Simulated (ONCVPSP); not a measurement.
**PBEsol ONCV dataset for boron, scalar-relativistic all-electron reference.**

Input for ONCVPSP 4.0.1:

```
# ATOM AND REFERENCE CONFIGURATION
# atsym  z   nc   nv     iexc    psfile
  B 5.00    1    2  -116133      upf
#
#   n    l    f
    1    0    2.00
    2    0    2.00
    2    1    1.00
#
# PSEUDOPOTENTIAL AND OPTIMIZATION
# lmax
    1
#
#   l,   rc,      ep,       ncon, nbas, qcut
    0    1.40    0.00    4    7    4.60
    1    1.95    0.00    4    8    4.40
#
# LOCAL POTENTIAL
# lloc, lpopt,  rc(5),   dvloc0
    4    5    1.15    0.00
#
# VANDERBILT-KLEINMAN-BYLANDER PROJECTORs
# l, nproj, debl
    0    2    1.40
    1    2    2.50
#
# MODEL CORE CHARGE
# icmod, fcfact, rcfact
    0    0.00    0.00
#
# LOG DERIVATIVE ANALYSIS
# epsh1, epsh2, depsh
   -2.00    5.00    0.02
#
# OUTPUT GRID
# rlmax, drl
    6.00    0.01
#
# TEST CONFIGURATIONS
# ncnf
    4
# nvcnf
#   n    l    f
    2
    2    0    2.00
    2    1    0.00
#
    2
    2    0    1.00
    2    1    0.00
#
    2
    2    0    2.00
    2    1    0.50
#
    2
    2    0    1.00
    2    1    1.00
#
```

Command:

```bash
oncvpsp.x < B.dat > B.out
```

Output (shortened: citation, most of the input echo, consistency checks and plot data are left out):

```
ONCVPSP  (Optimized Norm-Conservinng Vanderbilt PSeudopotential)
scalar-relativistic version 4.0.1

#   n    l    f        energy (Ha)
    1    0    2.00    -6.5983106E+00
    2    0    2.00    -3.4401757E-01
    2    1    1.00    -1.3065645E-01

Reference configufation results
  iterations    23
  all-electron total energy (Ha)   -2.44697267D+01

Begin loop to  construct optimized pseudo wave functions
and semi-local pseudopoentials for all angular momenta

   Wellstate for l =  0  n =  3
     eigenvalue =   1.0560
     asymptotic potential =   1.5560
     half-point radius =  2.9698

Calculating optimized projector #   1

 for l=   0

    Fraction of norm inside rc  0.281464
    Optimizing pswf for qcut=   4.60 a_B^-1,  ecut=  10.59 Ha
    Residual kinetic energy error=  1.32D-03 Ha

    Energy error per electron        Cutoff
         Ha          eV             Ha
         0.01000     0.27211        6.35
         0.00100     0.02721       11.36
         0.00010     0.00272       48.30
         0.00001     0.00027       61.61

Calculating optimized projector #   2

 for l=   0

    Fraction of norm inside rc  0.188515
    Optimizing pswf for qcut=   4.60 a_B^-1,  ecut=  10.59 Ha
    Residual kinetic energy error=  2.55D-03 Ha

    Energy error per electron        Cutoff
         Ha          eV             Ha
         0.01000     0.27211        8.08
         0.00100     0.02721       12.80
         0.00010     0.00272       47.73
         0.00001     0.00027       87.14

   Wellstate for l =  1  n =  4
     eigenvalue =   2.3693
     asymptotic potential =   2.8693
     half-point radius =  3.4109

Calculating optimized projector #   1

 for l=   1

    Fraction of norm inside rc  0.466281
    Optimizing pswf for qcut=   4.40 a_B^-1,  ecut=   9.69 Ha
    Residual kinetic energy error=  8.53D-04 Ha

    Energy error per electron        Cutoff
         Ha          eV             Ha
         0.01000     0.27211        6.44
         0.00100     0.02721        9.56
         0.00010     0.00272       42.33
         0.00001     0.00027       54.21

Calculating optimized projector #   2

 for l=   1

    Fraction of norm inside rc  0.222827
    Optimizing pswf for qcut=   4.40 a_B^-1,  ecut=   9.69 Ha
    Residual kinetic energy error=  2.54D-02 Ha

    Energy error per electron        Cutoff
         Ha          eV             Ha
         0.01000     0.27211       11.74
         0.00100     0.02721       43.42
         0.00010     0.00272       68.57
         0.00001     0.00027       77.46

Construct Vanderbilt / Kleinmman-Bylander projectors

B matrix Hermiticity error, ll=   0
   1   2    4.8933E-05

  Orthonormal projector coefficients  5.2381E+00  1.2314E+00

B matrix Hermiticity error, ll=   1
   1   2   -3.3120E-05

  Orthonormal projector coefficients -2.5363E+00 -8.9920E-01

Pseudoatom total energy   -2.571831

Diagnostic tests using Vanderbilt-Kleinman-Bylander pseudopotentials
  1 or more projectors used as specified by nproj input data

   l    rcore       rmatch      e in        delta e   norm test  slope test

   0   1.4018870   1.4444513  -0.3440176  -0.0000019   1.0000169   0.9999853
   0   1.4018870   1.4444513   1.0559824   0.0000039   1.0000964   1.0000964

   1   1.9597466   2.0192487  -0.1306564  -0.0000005   1.0000062   1.0000134
   1   1.9597466   2.0192487   2.3693436   0.0000271   1.0000423   1.0000423

 Testing for bound ghosts
   n   l    E NL Schr. Eq   E Basis Diag.   E Cutoff

   1   0       -0.344020       -0.318765     94.82

   2   1       -0.130657       -0.122324     78.48

 Testing for highly-localized positive-energy ghosts
       l    <radius>/rc     E Basis Diag.   E Cutoff

Test configuration 0

   n   l     f        eae           eps        diff
   1   0  2.0000   -6.59831055
   2   0  2.0000   -0.34401757   -0.34401951   -1.95D-06
   2   1  1.0000   -0.13065645   -0.13065699   -5.38D-07

    Total energies and differences
      AE_ref= -2.44697267D+01  AE_tst= -2.44697267D+01  dif=  0.00D+00
      PS_ref= -2.57183073D+00  PS_tst= -2.57183073D+00  dif= -4.44D-16
      PSP excitation error=  4.44D-16

Test configuration 1

   n   l     f        eae           eps        diff
   1   0  2.0000   -7.07542929
   2   0  2.0000   -0.71213256   -0.71021375    1.92D-03

    Total energies and differences
      AE_ref= -2.44697267D+01  AE_tst= -2.41706085D+01  dif=  2.99D-01
      PS_ref= -2.57183073D+00  PS_tst= -2.27385260D+00  dif=  2.98D-01
      PSP excitation error=  1.14D-03

Test configuration 2

   n   l     f        eae           eps        diff
   1   0  2.0000   -7.71810875
   2   0  1.0000   -1.14948505   -1.14421063    5.27D-03

    Total energies and differences
      AE_ref= -2.44697267D+01  AE_tst= -2.32422603D+01  dif=  1.23D+00
      PS_ref= -2.57183073D+00  PS_tst= -1.34881993D+00  dif=  1.22D+00
      PSP excitation error=  4.46D-03

Test configuration 3

   n   l     f        eae           eps        diff
   1   0  2.0000   -6.81220709
   2   0  2.0000   -0.51548085   -0.51512424    3.57D-04
   2   1  0.5000   -0.29434206   -0.29351398    8.28D-04

    Total energies and differences
      AE_ref= -2.44697267D+01  AE_tst= -2.43647926D+01  dif=  1.05D-01
      PS_ref= -2.57183073D+00  PS_tst= -2.46704924D+00  dif=  1.05D-01
      PSP excitation error=  1.53D-04

Test configuration 4

   n   l     f        eae           eps        diff
   1   0  2.0000   -7.09012001
   2   0  1.0000   -0.71594976   -0.71669592   -7.46D-04
   2   1  1.0000   -0.49113128   -0.49067358    4.58D-04

    Total energies and differences
      AE_ref= -2.44697267D+01  AE_tst= -2.39455247D+01  dif=  5.24D-01
      PS_ref= -2.57183073D+00  PS_tst= -2.04732073D+00  dif=  5.25D-01
      PSP excitation error= -3.08D-04
```

The run took about 1.9 s on one core of a shared server CPU.
